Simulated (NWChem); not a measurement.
## hydrogen selenide (H2Se)

```xyz
3

Se     0.0000     0.0000     0.0571
H      1.0502     0.0000    -0.9703
H     -1.0502     0.0000    -0.9703
```
Charge 0, spin multiplicity 1.

All runs are NWChem calculations. The geometry was optimised at PBE0/def2-SVP, a minimum by its harmonic frequencies.

Symmetry labels belong to the abelian group C2v used in the runs, with the axes of the coordinates shown.

The Hamiltonian is non-relativistic.

Task: List the lowest 4 singlet excitations that CIS/def2-SVPD gives, with oscillator strengths.

Result: 
```csv
state,symmetry,energy (eV),wavelength (nm),f
1,a2,5.57,223,0.000
2,b2,6.16,201,0.061
3,a2,7.80,159,0.000
4,b2,7.92,157,0.002
```
